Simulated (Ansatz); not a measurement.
A nudged elastic band was laid between two geometries of a periodic cell of 17 atoms, LiBe$_{16}$ (host Be, host structure hcp, interstitial Li).

These are results of Ansatz, DFT PBE, scalar-relativistic, plane waves, PAW, not measurements. Settings: cutoff 420 eV, k mesh 5x5x3, gaussian smearing 0.05 eV, no spin polarisation.

* movable images: 5
* climbing image: yes
* spring: 10.0 eV/Å²
* optimiser: quadratic models (default)
* start path: IDPP
* force threshold: 0.05 eV/Å
* iteration limit: 37
* end points: relaxed

First end point:

```xyz
17
Lattice="-2.2900 -3.9664 0.0000 3.4350 -1.9832 0.0000 0.0000 0.0000 7.1769" Properties=species:S:1:pos:R:3
Be -0.218 -3.809 -0.077
Be 0.021 -2.259 1.742
Be -0.218 -3.809 3.565
Be -0.096 -2.531 5.331
Be -1.189 -1.905 -0.080
Be 2.553 -2.620 1.748
Be -1.190 -1.904 3.567
Be 2.215 -2.546 5.333
Be 1.080 -1.980 -0.086
Be 1.642 -1.064 1.740
Be 1.079 -1.975 3.569
Be 1.028 -0.557 5.332
Be -0.187 0.182 -0.069
Be 1.958 -5.402 1.747
Be -0.187 0.184 3.562
Be 1.031 -4.476 5.333
Li 0.977 -3.857 1.743
```

Last end point:

```xyz
17
Lattice="-2.2900 -3.9664 0.0000 3.4350 -1.9832 0.0000 0.0000 0.0000 7.1769" Properties=species:S:1:pos:R:3
Be 0.075 -4.064 -0.052
Be 0.044 -2.717 1.711
Be -0.267 -3.977 3.548
Be 0.045 -2.721 5.362
Be -1.049 -2.094 -0.055
Be 2.513 -2.796 1.715
Be -1.167 -2.355 3.531
Be 2.511 -2.801 5.354
Be 1.261 -2.136 -0.049
Be 1.339 -0.841 1.728
Be 0.332 -1.192 3.542
Be 1.339 -0.852 5.357
Be 0.120 -0.104 -0.055
Be 1.213 -4.623 1.702
Be -0.510 0.416 3.524
Be 1.214 -4.634 5.357
Li 1.308 -2.744 3.533
```

Q: Which bonds break or form, and what moves?

A: Contacts lost: Be1–Li17, Be5–Li17. Contacts made: Be4–Li17, Be8–Li17. The atom that moves furthest is Li17, by 2.13 Å.

Q: What energy profile does the band end with?

A: The forces met the threshold. The highest image is number 2 of 0 to 6, 0.62 eV above the ends, which have the same energy within 2 meV. The profile has 2 maxima (images 2, 4) with wells between them (image 3): this band takes more than one step, which may be the mechanism or a detour left from its start path. By the program's own check the climbing image is a first-order saddle point (lowest curvatures found: -1.86 and 1.12 eV/Å²). Limits of this set-up: coarse k mesh.

| image | path coordinate (Å) | energy (eV) | Be1–Li17 (Å) | Be5–Li17 (Å) | Be4–Li17 (Å) |
| --- | --- | --- | --- | --- | --- |
| 0 | 0.00 | 0.00 | 2.18 | 2.22 | 3.97 |
| 1 | 0.84 | 0.18 | 2.25 | 2.38 | 3.78 |
| 2 | 1.69 | 0.62 | 2.53 | 2.53 | 3.59 |
| 3 | 2.74 | 0.14 | 2.40 | 2.27 | 3.83 |
| 4 | 3.80 | 0.48 | 3.01 | 2.82 | 3.41 |
| 5 | 4.86 | 0.36 | 3.56 | 3.53 | 2.67 |
| 6 | 5.91 | 0.00 | 4.01 | 3.98 | 2.22 |

Q: What is the geometry of the highest image?

A: 
```xyz
17
Lattice="-2.2900 -3.9664 0.0000 3.4350 -1.9832 0.0000 0.0000 0.0000 7.1769" Properties=species:S:1:pos:R:3
Be -0.029 -3.944 0.043
Be -0.332 -2.451 1.908
Be -0.109 -3.895 3.710
Be -0.033 -2.624 5.473
Be -1.215 -1.941 -0.061
Be 2.686 -2.597 1.426
Be -1.150 -1.979 3.758
Be 2.268 -2.609 5.334
Be 1.112 -1.966 0.043
Be 1.361 -0.784 1.856
Be 1.030 -1.922 3.710
Be 1.153 -0.664 5.364
Be 0.061 -0.033 -0.275
Be 1.304 -4.991 1.427
Be -0.095 0.056 3.368
Be 1.105 -4.623 5.334
Li 1.190 -3.329 2.168
```

The run took 16 min on 1 thread of Intel(R) Xeon(R) 6975P-C (Granite Rapids), on a shared host, peak memory 0.84 GiB.
